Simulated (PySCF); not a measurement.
SnF₄, SMILES [F][Sn]([F])([F])[F].

Geometry optimised at PBE-D3(BJ)/def2-SVP. The isomer is the one that the SMILES or the coordinates give; other isomers of the formula were not compared. The def2 effective core potentials stand for the cores of Sn; spin–orbit coupling is left out.

The numbers are results of PySCF 2.14.0 with TDDFT-PBE/def2-SVPD, not measurements.

Vertical excitations; the highest root listed may be one member of a degenerate set. Gas-phase values at a fixed geometry. State labels are in the subgroup D2.

Computed lowest excited states:
| state | symmetry | energy (eV) | λ (nm) | f | main pairs |
|---|---|---|---|---|---|
| S1 | B1 | 5.07 | 244 | 0.000 | HOMO−2→LUMO (degenerate set) |
| S2 | B2 | 5.07 | 244 | 0.000 | HOMO−1→LUMO (degenerate set) |
| S3 | B3 | 5.07 | 244 | 0.000 | HOMO→LUMO (degenerate set) |
| S4 | A | 5.31 | 234 | 0.000 | HOMO−6→LUMO, HOMO−7→LUMO (degenerate set) |
| S5 | A | 5.31 | 234 | 0.000 | HOMO−7→LUMO, HOMO−6→LUMO (degenerate set) |
| S6 | B3 | 5.49 | 226 | 0.045 | HOMO−3→LUMO (degenerate set) |
| S7 | B1 | 5.49 | 226 | 0.045 | HOMO−5→LUMO (degenerate set) |
| S8 | B2 | 5.49 | 226 | 0.045 | HOMO−4→LUMO (degenerate set) |
| S9 | B3 | 7.40 | 168 | 0.079 | HOMO−8→LUMO (degenerate set) |
| S10 | B1 | 7.40 | 168 | 0.079 | HOMO−10→LUMO (degenerate set) |
| T1 | B1 | 4.74 | 262 | 0 | HOMO−2→LUMO (degenerate set) |
| T2 | B2 | 4.74 | 262 | 0 | HOMO−1→LUMO (degenerate set) |
| T3 | B3 | 4.74 | 262 | 0 | HOMO→LUMO (degenerate set) |
| T4 | B1 | 4.89 | 253 | 0 | HOMO−5→LUMO 99 % |
Triplets are in the Tamm–Dancoff approximation, which puts them higher than full response would, so one can lie above its singlet here.
